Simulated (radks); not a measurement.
Question: Spherical quantum dot in the effective-mass picture: electrons in a parabolic well V = omega^2 r^2 / 2 with omega = 0.0802, all in effective atomic units (hartree* = m*/eps^2 hartree, bohr* = eps/m* bohr), one dielectric constant everywhere. Method: non-relativistic Kohn-Sham, LDA (Slater exchange, Perdew-Wang correlation), spin-polarised, spherical densities; computed with a radial shooting solver with Libxc functionals. Levels are named by radial order and angular momentum (1s, 1p, 1d, 2s, ...), and open shells are averaged over m. At N = 19 the configuration is 1s2 1p6 1d10 2s(up 1, down 0). Does electron 20 go into 2s down or 1f up or 1f down?

Answer: Into 2s down. The total energies of the other choices lie higher by 0.00474 hartree* (1f up), 0.00541 hartree* (1f down).
